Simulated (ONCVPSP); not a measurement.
## PBEsol ONCV dataset for tantalum (Ta), scalar-relativistic all-electron reference.

- Element: Ta
- Generator: ONCVPSP 4.0.1
- Type: optimised norm-conserving Vanderbilt (ONCV)
- Functional: PBEsol
- Relativity: scalar-relativistic
- Frozen core: [Kr] 4d10 4f14
- Valence charge: 13
- Reference configuration: 5s2 5p6 5d3 6s2
- Partial waves: 5s+6s: rc 1.95 bohr, ncon 4, nbas 8, qcut 6.5 1/bohr, 2 projectors; 5p: rc 1.95 bohr, ncon 4, nbas 9, qcut 7.2 1/bohr, 3 projectors, debl 2.9 Ha; 5d: rc 2.40 bohr, ncon 3, nbas 7, qcut 5.4 1/bohr, 3 projectors, debl 3 Ha
- Local potential: polynomial inside 1.45 bohr (lpopt 5, dvloc0 0 Ha)
- Core correction: none

All-electron outer shells of the reference configuration (PBEsol, scalar-relativistic, ld1.x):

| shell | level (eV) | outermost node (bohr) | outermost maximum (bohr) |
| --- | --- | --- | --- |
| 5s | -73.03 | 0.54 | 0.98 |
| 5p | -39.42 | 0.58 | 1.13 |
| 4f | -24.73 | – | 0.44 |
| 6s | -5.47 | 1.32 | 2.78 |
| 5d | -3.62 | 0.65 | 1.58 |

(1) Estimate the cutoffs (Ha) at which the residual kinetic energy of the hardest occupied pseudo-wave falls to 1 and 0.1 mHa per electron.

(2) What does a ghost test show?

(3) Tests: 5s2 5p6 5d3 6s1; 5s2 5p6 5d3 6s0; 5s2 5p6 5d2 6s0; 5s2 5p6 5d2 6s2. Which has the largest error in its energy relative to the reference configuration, and how large is it?

Results:

(1) 14 Ha and 17 Ha.

(2) No bound ghost flagged; GHOST(+) flagged for s at 161.7 eV.

(3) 5s2 5p6 5d2 6s0, with -7.9 meV (all-electron minus pseudo) on +47.09 eV.
